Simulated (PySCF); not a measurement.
**Potential energy of PbH along the bond**

Set-up: H def2-SVPD, Pb def2-SVPD with ECP60; scalar-relativistic core potentials (PySCF 2.14). Energies in eV from H + Pb in their ground configurations at the same level. State: ²Π (doublet), unpaired electrons π ↑.

| R (Å) | UHF-MP2 | PBE |
| --- | --- | --- |
| 1.600 | -1.735 | -1.979 |
| 1.674 | -1.959 | -2.235 |
| 1.748 | -2.081 | -2.388 |
| 1.804 | -2.121 | -2.449 |
| 1.860 | -2.126 | -2.475 |
| 1.916 | -2.102 | -2.472 |
| 1.990 | -2.035 | -2.431 |
| 2.083 | -1.908 | -2.337 |
| 2.195 | -1.703 | -2.180 |
| 2.344 | -1.332 | -1.928 |

Put a parabola through the three lowest points of the UHF-MP2 curve and estimate Re, k and ωe (reduced mass 1.003 u; 1 eV/Å² = 0.16022 mdyn/Å; ωe = 1302.8·√(k/μ) cm⁻¹).

Through R = 1.804, 1.86, 1.916 Å the second-order coefficient is 4.62 eV/Å², so Re ≈ 1.842 Å, k ≈ 1.48 mdyn/Å and ωe ≈ 1583 cm⁻¹. A polynomial fit of higher order to the unrounded UHF-MP2 energies gives Re = 1.840 Å, k = 1.57 mdyn/Å, ωe = 1632 cm⁻¹; anharmonicity and rounding make the difference.

The higher-order fit for each curve: UHF-MP2: Re = 1.840 Å, ωe = 1632 cm⁻¹, De = 2.13 eV; PBE: Re = 1.880 Å, ωe = 1535 cm⁻¹, De = 2.48 eV.

Correlated steps freeze 4 core orbitals. Correlated levels converge slowly with the basis: in double zeta they bind strong bonds too weakly, by up to about 1 eV, and carry superposition errors of some tenths. These are scalar-relativistic numbers at best; spin–orbit coupling would shift them, the dissociation energy most. The state was picked by a PBE0 search and need not be the measured ground state.
